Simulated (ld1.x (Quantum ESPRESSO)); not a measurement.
# What the settings do to the PAW potential of cobalt (Co)

Base potential:

cobalt, PAW, made with ld1.x (Quantum ESPRESSO) 7.5 (PBE, scalar-relativistic). Core [Ar], reference 3d7 4s1.5 4p0.5. Waves: 4s (bound): rcut 2.15, rcutus 2.50 bohr; 4s channel at 2.65 Ry: rcut 2.15, rcutus 2.50 bohr; 4p (bound): rcut 2.65, rcutus 2.95 bohr; 4p channel at 2.55 Ry: rcut 2.65, rcutus 2.95 bohr; 3d (bound): rcut 1.60, rcutus 1.85 bohr; 3d channel at 4.3 Ry: rcut 1.60, rcutus 1.85 bohr. Local part: all-electron potential smoothed inside 2.20 bohr (lloc = -2). Core correction: Bessel-smoothed model core inside 1.10 bohr. Augmentation charge: PSQ, inside the norm-conserving radii.

Cutoffs, loose and tight: the cutoffs (Ry, on a coarse ladder) from which the occupation-weighted sum of valence levels, in a spherical-Bessel basis at the reference potential, stays within 10 and 1 mRy of its value at 400 Ry. They do not see the model core or the augmentation charge, which bear on the density cutoff. Test errors are all-electron minus pseudo excitation energies from the reference, over the configurations 3d7 4s2 4p0; 3d7 4s1 4p0; 3d7 4s0 4p0; 3d8 4s0 4p0; 3d7 4s0 4p2; 3d7 4s0 4p1; 3d7 4s1 4p1. A dash means not determined; rows that change the core or the reference have their own tests.

| change | outcome | cutoff, loose | cutoff, tight | bound ghosts | largest test error (meV) |
| --- | --- | --- | --- | --- | --- |
| base | generated | 35 Ry | 50 Ry | none | -101 |
| core correction a·sin(br)/r model core, default radius (ld1.x builds one for every PAW set, though the input has nlcc=.false.) | generated | 35 Ry | 50 Ry | none | -123 |
| core correction Bessel-smoothed model core inside 0.88 bohr | generated | 35 Ry | 50 Ry | none | -101 |
| core correction Bessel-smoothed model core inside 1.08 bohr | generated | 35 Ry | 50 Ry | none | -101 |
| core correction Bessel-smoothed model core inside 1.40 bohr | generated | 35 Ry | 50 Ry | none | -101 |
| core correction Bessel-smoothed model core inside 1.62 bohr | generated | 35 Ry | 50 Ry | none | -101 |
| core correction Bessel-smoothed model core inside 1.98 bohr | generated | 35 Ry | 50 Ry | none | -102 |
| core correction Bessel-smoothed model core inside 2.20 bohr | generated | 35 Ry | 50 Ry | none | -104 |
